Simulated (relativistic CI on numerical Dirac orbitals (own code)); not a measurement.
# Au2+: L2,3 absorption edge

Computed with this model: Dirac-Coulomb-Breit CI, separate exchange-only KLI orbitals for each configuration, model QED (radiative potential, 1s self-energy scaled to tabulated hydrogen-like ionisation energies), valence Slater integrals scaled by 0.8, multiplet model of core-to-valence dipole absorption; configurations [Xe] 4f14 5d9 → [He] 2s2 2p5 3s2 3p6 3d10 4s2 4p6 4d10 4f14 5s2 5p6 5d10; 10 K; Lorentzian 5 eV and Gaussian 1 eV FWHM. Energies are those of the free ion, without screening or charge transfer. The branching ratio is the share of the lower-energy edge in the whole absorption, uncertain by about 0.02 where the edges overlap. S is read from ⟨S²⟩ = S(S + 1).

Field parameters in Wybourne normalisation: D3d B²₀ = −7Dσ, B⁴₀ = −14Dq − 21Dτ, B⁴₃ = −14√(10/7) Dq; Oh B⁴₀ = 21Dq, B⁴₄ = √(5/14) B⁴₀. The field is a parameter set, without covalency.

free ion: ground-state S = 0.50, centroid 11913.16 eV. Peaks (eV, height): 11913.0 (100).

D3d, 10Dq = 38000, Dσ = 60, Dτ = 250 cm⁻¹: ground-state S = 0.50, centroid 12252.90 eV, branching ratio 0.814. Peaks (eV, height): 11915.5 (100), 13732.0 (23).

D3d, 10Dq = 24750, Dσ = -1150, Dτ = 240 cm⁻¹: ground-state S = 0.50, centroid 12161.16 eV, branching ratio 0.864. Peaks (eV, height): 11914.5 (100), 13731.0 (16).

Oh, 10Dq = 21600 cm⁻¹: ground-state S = 0.50, centroid 12161.49 eV, branching ratio 0.864. Peaks (eV, height): 11914.5 (100), 13730.5 (16).

The statistical ratio of this edge is 2/3 = 0.667. Values above it arise where the holes sit mainly in the j = l + 1/2 valence subshell or the ground state has high spin; values below it where core-valence Coulomb terms move weight to the upper edge, as in nearly empty shells. At deep edges of heavy elements the radial integrals of the two core levels differ, which raises the baseline.

Strongest unbroadened transitions for Oh, 10Dq = 21600 cm⁻¹:

```json
{"Energy (eV)": "11914.34", "Relative strength": "100.0"}
{"Energy (eV)": "13730.59", "Relative strength": "15.8"}
```
